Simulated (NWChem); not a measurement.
Species: SiH₃I; SMILES I[SiH3]

```xyz
5

Si     0.0000     0.0000     1.7999
I      0.0000     0.0000    -0.6491
H      1.0827     0.9065     2.2738
H      0.2437    -1.3908     2.2738
H     -1.3263     0.4844     2.2738
```
Atoms are numbered in this order, from 1.

Coordinates come from a PBE0/def2-SVP optimisation. def2 effective core potentials on I; no spin-orbit coupling.

### Question
List the 6 lowest vertical singlet excitations from Hartree-Fock/def2-SVP with def2 effective core potentials on I, TDHF (NWChem).

### Answer
```
state  energy (eV)  oscillator strength  leading excitation (squared amplitude)
-----  -----------  -------------------  --------------------------------------
S1            6.61                0.005                      HOMO → LUMO (0.64)
S2            6.61                0.005                    HOMO−1 → LUMO (0.64)
S3            8.90                0.266                    HOMO−2 → LUMO (0.61)
S4            9.15                0.000                    HOMO → LUMO+1 (0.48)
S5            9.23                0.009                  HOMO−1 → LUMO+2 (0.47)
S6            9.23                0.009                  HOMO−1 → LUMO+1 (0.47)
```
